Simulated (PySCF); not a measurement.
BGeH$_{4}$, ClGeH$_{2}$ (calculated)

Calculation on a computer-drawn molecule: vertical ionisation energy to the stated ion spin, frozen-core CCSD(T) at the basis limit and cheaper methods, single-reference cases, UHF for radicals, no spin-orbit; all values are single points at the evaluated structure, the first of each entry, which is the reference or a displaced copy of it and isn't optimised; the reference structure only sets the zero of the energies above reference; triples share is (T) over the correlation energy; on germanium a core potential holds 10 electrons, which the energies leave out, and 3d is frozen in MP2 and coupled-cluster steps. Program: PySCF 2.14.0.

Common to all runs: charge 1; multiplicity 1; ion multiplicity 2; diffuse functions no; basis and core potential on germanium cc-pVnZ-PP ECP10MDF; reference is the Hartree-Fock double-zeta minimum; best is HF at quadruple zeta + MP2 correlation extrapolated from triple and quadruple zeta + CCSD(T) minus MP2 at triple zeta; basis step is the size of the change from the same recipe one zeta lower.

```json
{"entry": 1, "formula": "BGeH4", "evaluated_structure": {"atoms_angstrom": [["B", 1.5889, 1.0639, -0.1258], ["Ge", 1.6866, 0.9337, -2.2015], ["H", 1.7889, -0.3775, 0.7583], ["H", 1.3919, 2.137, 0.345], ["H", 2.9796, 1.089, -2.9843], ["H", 0.4723, 0.677, -3.0779]]}, "reference_structure": {"atoms_angstrom": [["B", 1.5879, 1.0631, -0.124], ["Ge", 1.6869, 0.9339, -2.2042], ["H", 1.7307, 0.0561, 0.4899], ["H", 1.3937, 2.1374, 0.3447], ["H", 2.9794, 1.0887, -2.9845], ["H", 0.4731, 0.6763, -3.0781]]}, "given": {"basis": "cc-pVnZ", "drawn_bonds_atom": [1, 1, 1, 2, 2], "drawn_bonds_other_atom": [2, 3, 4, 5, 6], "drawn_bonds_order": [1, 1, 1, 1, 1]}, "results": {"ionisation_energy_best [eV]": 16.77, "ionisation_energy_basis_step [eV]": 0.02037, "energy_above_reference_best [kcal/mol]": 36.08, "energy_above_reference_basis_step [kcal/mol]": 0.1522, "triple_zeta_method": ["HF", "PBE", "r2SCAN", "B3LYP", "wB97X", "MP2", "CCSD", "CCSD(T)"], "triple_zeta_ionisation_energy [eV]": [15.46, 16.49, 16.49, 16.6, 16.61, 16.54, 16.64, 16.69], "triple_zeta_energy_above_reference [kcal/mol]": [40.89, 32.93, 35.5, 36.18, 37.6, 38.44, 36.5, 35.82], "ionisation_energy_Koopmans_at_triple_zeta [eV]": 16.7, "ionisation_energy_EOM_CCSD_at_triple_zeta [eV]": 16.75, "total_energy_HF_triple_zeta [hartree]": -320.0269, "total_energy_CCSD(T)_triple_zeta [hartree]": -320.2647, "total_energy_best [hartree]": -320.2894, "T1_diagnostic_at_triple_zeta": 0.01428, "D1_diagnostic_at_triple_zeta": 0.03321, "ion_T1_diagnostic_at_triple_zeta": 0.02977, "ion_D1_diagnostic_at_triple_zeta": 0.1066, "ion_spin_squared_at_triple_zeta": 0.7756, "triples_share_at_triple_zeta": 0.02917, "basis_functions_triple_zeta": 125}}
{"entry": 2, "formula": "ClGeH2", "evaluated_structure": {"atoms_angstrom": [["Cl", -0.5387, 3.04, -2.9167], ["Ge", 0.1324, 2.1187, -1.1918], ["H", 1.5327, 1.5676, -1.2154], ["H", -0.8272, 2.063, -0.0322]]}, "reference_structure": {"atoms_angstrom": [["Cl", -0.5377, 3.0401, -2.9161], ["Ge", 0.1282, 2.1249, -1.2034], ["H", 1.5297, 1.5735, -1.228], ["H", -0.8322, 2.0701, -0.0443]]}, "given": {"basis": "cc-pV(n+d)Z", "drawn_bonds_atom": [1, 2, 2], "drawn_bonds_other_atom": [2, 3, 4], "drawn_bonds_order": [1, 1, 1]}, "results": {"ionisation_energy_best [eV]": 18.28, "ionisation_energy_basis_step [eV]": 0.06721, "energy_above_reference_best [kcal/mol]": 0.08394, "energy_above_reference_basis_step [kcal/mol]": 0.0397, "triple_zeta_method": ["HF", "PBE", "r2SCAN", "B3LYP", "wB97X", "MP2", "CCSD", "CCSD(T)"], "triple_zeta_ionisation_energy [eV]": [17.01, 17.86, 17.98, 18.04, 18.13, 18.25, 18.03, 18.1], "triple_zeta_energy_above_reference [kcal/mol]": [0.1649, 0.007609, 0.1535, 0.02699, 0.2079, 0.1135, 0.08776, 0.0578], "ionisation_energy_Koopmans_at_triple_zeta [eV]": 18.68, "ionisation_energy_EOM_CCSD_at_triple_zeta [eV]": 18.14, "total_energy_HF_triple_zeta [hartree]": -753.8085, "total_energy_CCSD(T)_triple_zeta [hartree]": -754.1341, "total_energy_best [hartree]": -754.1836, "T1_diagnostic_at_triple_zeta": 0.01405, "D1_diagnostic_at_triple_zeta": 0.04114, "ion_T1_diagnostic_at_triple_zeta": 0.028, "ion_D1_diagnostic_at_triple_zeta": 0.1202, "ion_spin_squared_at_triple_zeta": 0.7623, "triples_share_at_triple_zeta": 0.0384, "basis_functions_triple_zeta": 106}}
{"entry": 3, "formula": "BGeH4", "evaluated_structure": {"atoms_angstrom": [["B", 1.5872, 1.0708, -0.1223], ["Ge", 1.6933, 0.9304, -2.2082], ["H", 1.7369, 0.0484, 0.4975], ["H", 1.3952, 2.1362, 0.3344], ["H", 2.974, 1.091, -2.9828], ["H", 0.2895, 0.6488, -3.2223]]}, "reference_structure": {"atoms_angstrom": [["B", 1.5879, 1.0631, -0.124], ["Ge", 1.6869, 0.9339, -2.2042], ["H", 1.7307, 0.0561, 0.4899], ["H", 1.3937, 2.1374, 0.3447], ["H", 2.9794, 1.0887, -2.9845], ["H", 0.4731, 0.6763, -3.0781]]}, "given": {"basis": "cc-pVnZ", "drawn_bonds_atom": [1, 1, 1, 2, 2], "drawn_bonds_other_atom": [2, 3, 4, 5, 6], "drawn_bonds_order": [1, 1, 1, 1, 1]}, "results": {"ionisation_energy_best [eV]": 17.46, "ionisation_energy_basis_step [eV]": 0.02316, "energy_above_reference_best [kcal/mol]": 7.845, "energy_above_reference_basis_step [kcal/mol]": 0.05852, "triple_zeta_method": ["HF", "PBE", "r2SCAN", "B3LYP", "wB97X", "MP2", "CCSD", "CCSD(T)"], "triple_zeta_ionisation_energy [eV]": [16.54, 17.07, 17.17, 17.25, 17.31, 17.4, 17.35, 17.37], "triple_zeta_energy_above_reference [kcal/mol]": [9.637, 6.519, 8.165, 7.598, 8.788, 8.825, 8.019, 7.782], "ionisation_energy_Koopmans_at_triple_zeta [eV]": 17.53, "ionisation_energy_EOM_CCSD_at_triple_zeta [eV]": 17.42, "total_energy_HF_triple_zeta [hartree]": -320.0767, "total_energy_CCSD(T)_triple_zeta [hartree]": -320.3094, "total_energy_best [hartree]": -320.3344, "T1_diagnostic_at_triple_zeta": 0.01228, "D1_diagnostic_at_triple_zeta": 0.02353, "ion_T1_diagnostic_at_triple_zeta": 0.0317, "ion_D1_diagnostic_at_triple_zeta": 0.09854, "ion_spin_squared_at_triple_zeta": 0.8269, "triples_share_at_triple_zeta": 0.02679, "basis_functions_triple_zeta": 125}}
{"entry": 4, "formula": "BGeH4", "evaluated_structure": {"atoms_angstrom": [["B", 1.5665, 1.0844, -0.1595], ["Ge", 1.7043, 0.9343, -2.1766], ["H", 1.6931, 0.0589, 0.4813], ["H", 1.432, 2.0201, 0.2761], ["H", 2.9834, 1.0707, -2.9979], ["H", 0.4811, 0.6513, -3.1358]]}, "reference_structure": {"atoms_angstrom": [["B", 1.5879, 1.0631, -0.124], ["Ge", 1.6869, 0.9339, -2.2042], ["H", 1.7307, 0.0561, 0.4899], ["H", 1.3937, 2.1374, 0.3447], ["H", 2.9794, 1.0887, -2.9845], ["H", 0.4731, 0.6763, -3.0781]]}, "given": {"basis": "cc-pVnZ", "drawn_bonds_atom": [1, 1, 1, 2, 2], "drawn_bonds_other_atom": [2, 3, 4, 5, 6], "drawn_bonds_order": [1, 1, 1, 1, 1]}, "results": {"ionisation_energy_best [eV]": 17.93, "ionisation_energy_basis_step [eV]": 0.02626, "energy_above_reference_best [kcal/mol]": 8.569, "energy_above_reference_basis_step [kcal/mol]": 0.006836, "triple_zeta_method": ["HF", "PBE", "r2SCAN", "B3LYP", "wB97X", "MP2", "CCSD", "CCSD(T)"], "triple_zeta_ionisation_energy [eV]": [17.07, 17.53, 17.64, 17.73, 17.78, 17.84, 17.83, 17.84], "triple_zeta_energy_above_reference [kcal/mol]": [9.248, 8.553, 8.348, 8.168, 8.755, 8.779, 8.756, 8.763], "ionisation_energy_Koopmans_at_triple_zeta [eV]": 18.05, "ionisation_energy_EOM_CCSD_at_triple_zeta [eV]": 17.89, "total_energy_HF_triple_zeta [hartree]": -320.0773, "total_energy_CCSD(T)_triple_zeta [hartree]": -320.3078, "total_energy_best [hartree]": -320.3333, "T1_diagnostic_at_triple_zeta": 0.01172, "D1_diagnostic_at_triple_zeta": 0.02147, "ion_T1_diagnostic_at_triple_zeta": 0.01811, "ion_D1_diagnostic_at_triple_zeta": 0.03954, "ion_spin_squared_at_triple_zeta": 0.7774, "triples_share_at_triple_zeta": 0.02536, "basis_functions_triple_zeta": 125}}
```
